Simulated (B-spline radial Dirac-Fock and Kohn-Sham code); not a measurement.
Core and valence levels of Rh⁶⁺

System: the Rh⁶⁺ ion, configuration 1s2 2s2 2p6 3s2 3p6 3d10 4s2 4p6 4d3, inside a Watson sphere of charge -6 and radius 2.7 Å (a model of the Madelung potential; inside it an electron's potential energy is raised by 32.0 eV); nuclear rms radius 4.4945 fm (A = 103).

Input of the calculation (task.json; shells as n, l, electrons):

```json
{"items": [{
  "Z": 45,
  "q": 6,
  "cfg": [[1, 0, 2], [2, 0, 2], [2, 1, 6], [3, 0, 2], [3, 1, 6], [3, 2, 10], [4, 0, 2], [4, 1, 6], [4, 2, 3]],
  "A": 103,
  "rrms": 4.4945,
  "watson": [-6, 2.7],
  "do": ["binding"]
}]}
```

Command: `python xray_run.py task.json out`

The computed values come from a radial atomic solver: multi-electron Dirac-Fock with separately optimised hole states, Breit and Lamb-shift corrections added in first order. The model has no electron correlation. Energies are counted from the vacuum level.

All terms are in eV, carry their sign (relaxation lowers the binding energy) and add up to the binding energy; ⟨r⟩ is the mean radius of the orbital in the initial state.

```
subshell  −ε (Koopmans)  relaxation   Gaunt  retardation  self-energy  vacuum polarisation  binding energy  ⟨r⟩ (bohr)
       K        23422.5      -56.31  -49.12         3.76       -25.91                 3.16         23298.1       0.033
      L1         3531.9      -27.29   -4.18         0.21        -3.05                 0.35          3498.0       0.141
      L2         3264.2      -30.38   -7.59         0.84         0.26                -0.01          3227.3       0.120
      L3         3118.8      -29.49   -5.44         0.97        -0.02                -0.02          3084.8       0.125
      M1          717.9       -8.59   -0.54         0.01        -0.58                 0.06           708.3       0.388
      M2          611.8       -8.90   -1.07         0.11         0.05                 0.00           602.0       0.381
      M3          585.8       -8.57   -0.68         0.14         0.00                -0.01           576.7       0.391
      M4          399.3       -9.74   -0.24         0.01         0.06                 0.00           389.4       0.367
      M5          394.3       -9.60   -0.08         0.01         0.04                 0.00           384.6       0.370
      N1          158.1       -1.41   -0.09         0.00        -0.11                 0.01           156.5       0.955
      N2          121.2       -1.29   -0.16         0.02         0.01                 0.00           119.8       1.013
      N3          116.7       -1.22   -0.09         0.02         0.00                 0.00           115.4       1.036
    N4,5          64.46       -0.79    0.00         0.00         0.01                 0.00           63.69       1.217
```

For the deepest level, K (1s), the Breit terms make up -0.195 % of the binding energy, QED -0.098 % and orbital relaxation -0.242 %.

Spin-orbit splittings: 2p 142.5 eV, 3p 25.24 eV, 3d 4.75 eV, 4p 4.38 eV.
